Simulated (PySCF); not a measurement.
Compound: C3H8O3Si2.
SMILES with atom numbers: `[O:1]=[C:2]([OH:3])[Si@@H:4]1[CH2:5][CH2:6][SiH2:7][O:8]1` (hydrogens: H9 on O3; H10 on Si4; H11, H12 on C5; H13, H14 on C6; H15, H16 on Si7)

The same species was optimised twice, with GFN2-xTB and with PBE0-D3(BJ)/def2-SVP (PySCF), and the same property calculations (PySCF, gas phase) were run on both structures.

| coordinate | GFN2-xTB | PBE0-D3(BJ)/def2-SVP | change |
| --- | --- | --- | --- |
| Si4–O8 (Å) | 1.632 | 1.673 | +0.041 |
| Si7–O8 (Å) | 1.648 | 1.685 | +0.037 |
| C2–Si4 (Å) | 1.909 | 1.924 | +0.015 |
| Si4–C5 (Å) | 1.907 | 1.893 | -0.014 |
| C6–Si7 (Å) | 1.909 | 1.897 | -0.012 |
| C5–C6 (Å) | 1.537 | 1.546 | +0.009 |
| C2–O3 (Å) | 1.336 | 1.343 | +0.007 |
| O1=C2 (Å) | 1.205 | 1.204 | -0.001 |
| Si4–O8–Si7 (°) | 119.4 | 115.6 | -3.8 |
| C2–Si4–C5 (°) | 113.7 | 110.1 | -3.6 |
| C2–Si4–O8 (°) | 108.7 | 111.3 | +2.6 |
| C5–Si4–O8 (°) | 98.7 | 100.6 | +1.9 |
| C6–Si7–O8 (°) | 98.2 | 99.8 | +1.6 |
| Si4–C5–C6 (°) | 106.2 | 107.0 | +0.8 |
| O1–C2–O3 (°) | 121.9 | 122.6 | +0.7 |
| C5–C6–Si7 (°) | 107.6 | 107.0 | -0.6 |
| O1–C2–Si4–C5 (°) | -122 | -111 | +11 |

Rotational constants: A = 2998, B = 890.7, C = 832.4 MHz (GFN2-xTB) against A = 2932, B = 895.7, C = 831.0 MHz (PBE0-D3(BJ)/def2-SVP). Point groups within 0.08 Å: C1 and C1.

On the GFN2-xTB structure: lowest singlet, TDDFT (eV) 4.91 [CAM-B3LYP/def2-SVPD]; lowest triplet, Tamm–Dancoff (eV) 4.26 [CAM-B3LYP/def2-SVPD]; isotropic polarisability (au) 90.3 [CAM-B3LYP/def2-SVPD]; HOMO (eV) -9.21 [CAM-B3LYP/def2-SVPD]; LUMO (eV) 0.21 [CAM-B3LYP/def2-SVPD]; dipole (D) 2.95 [CAM-B3LYP/def2-SVPD]; HOMO (eV) -7.67 [PBE0/pcSseg-1]; LUMO (eV) -0.78 [PBE0/pcSseg-1]; dipole (D) 2.87 [PBE0/pcSseg-1]; GIAO shielding of O1 (ppm) -179.0 [PBE0/pcSseg-1]; GIAO shielding of C2 (ppm) 2.2 [PBE0/pcSseg-1]; GIAO shielding of O3 (ppm) 103.8 [PBE0/pcSseg-1]; GIAO shielding of Si4 (ppm) 357.4 [PBE0/pcSseg-1]; GIAO shielding of C5 (ppm) 175.4 [PBE0/pcSseg-1]; GIAO shielding of C6 (ppm) 177.5 [PBE0/pcSseg-1]; GIAO shielding of Si7 (ppm) 349.1 [PBE0/pcSseg-1]; GIAO shielding of O8 (ppm) 290.6 [PBE0/pcSseg-1].

Question: What do these properties become on the PBE0-D3(BJ)/def2-SVP structure?

Answer: 
```csv
property,level,on GFN2-xTB,on PBE0-D3(BJ)/def2-SVP,change
"lowest singlet, TDDFT (eV)",CAM-B3LYP/def2-SVPD,4.91,4.96,+0.05
"lowest triplet, Tamm–Dancoff (eV)",CAM-B3LYP/def2-SVPD,4.26,4.30,+0.04
isotropic polarisability (au),CAM-B3LYP/def2-SVPD,90.3,92.1,+1.8
HOMO (eV),CAM-B3LYP/def2-SVPD,-9.21,-9.26,-0.05
LUMO (eV),CAM-B3LYP/def2-SVPD,0.21,0.19,-0.02
dipole (D),CAM-B3LYP/def2-SVPD,2.95,2.74,-0.21
"energy, GFN2-xTB geometry as zero (kcal/mol)",CAM-B3LYP/def2-SVPD,0.0,-3.6,-3.6
HOMO (eV),PBE0/pcSseg-1,-7.67,-7.74,-0.07
LUMO (eV),PBE0/pcSseg-1,-0.78,-0.80,-0.02
dipole (D),PBE0/pcSseg-1,2.87,2.67,-0.20
"energy, GFN2-xTB geometry as zero (kcal/mol)",PBE0/pcSseg-1,0.0,-3.6,-3.6
GIAO shielding of O1 (ppm),PBE0/pcSseg-1,-179.0,-173.4,+5.6
GIAO shielding of C2 (ppm),PBE0/pcSseg-1,2.2,0.4,-1.8
GIAO shielding of O3 (ppm),PBE0/pcSseg-1,103.8,98.4,-5.4
GIAO shielding of Si4 (ppm),PBE0/pcSseg-1,357.4,354.2,-3.2
GIAO shielding of C5 (ppm),PBE0/pcSseg-1,175.4,175.4,0.0
GIAO shielding of C6 (ppm),PBE0/pcSseg-1,177.5,176.3,-1.2
GIAO shielding of Si7 (ppm),PBE0/pcSseg-1,349.1,347.3,-1.8
GIAO shielding of O8 (ppm),PBE0/pcSseg-1,290.6,285.3,-5.3
```

The heavy atoms differ by 0.108 Å rms after alignment. Among bonds between heavy atoms Si4–O8 changes most (+0.041 Å). Changes are differences of the printed values. Neither structure is proved a minimum here.
